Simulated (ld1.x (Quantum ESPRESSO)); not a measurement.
**Pseudopotential generation for phosphorus: TM, revPBE, non-relativistic.**

ld1.x (Quantum ESPRESSO) 7.5 input, shortened:

```
&input
   title='P', zed=15., rel=0, dft='REVPBE', iswitch=3,
   config='[Ne] 3s1.75 3p3.25 3d-2'
 /
 &inputp
   pseudotype=2, tm=.true., lloc=2,
   nlcc=.false.
 /
3
3S  1  0   1.75   0.00  1.75  1.75  0.0
3P  2  1   3.25   0.00  1.95  1.95  0.0
3D  3  2  -2.00  -0.10  1.90  1.90  0.0
 &test
   configts(1)='3s1.75 3p3.25'
 /
```

All-electron outer shells of the reference configuration (revPBE, non-relativistic, ld1.x):

```
shell  level (eV)  outermost node (bohr)  outermost maximum (bohr)
   2p     -124.85                      –                      0.36
   3s      -14.05                   0.66                      1.58
   3p       -5.64                   0.64                      1.83
```

Calculated quality:

* Cutoffs needed: 18 Ry and 40 Ry (the cutoffs (Ry, on a coarse ladder) from which the occupation-weighted sum of valence levels, in a spherical-Bessel basis at the reference potential, stays within 10 and 1 mRy of its value at 400 Ry)
* Ghost test: no extra level below or beside the all-electron valence levels (s, p, d, f tested) (spherical-Bessel basis up to 400 Ry, 20 bohr box)
* Largest excitation error: +25 meV (all-electron minus pseudo) for 3s2 3p1, out of 7 test configurations

Generation and tests took about 1.8 s on one core of a shared server CPU.
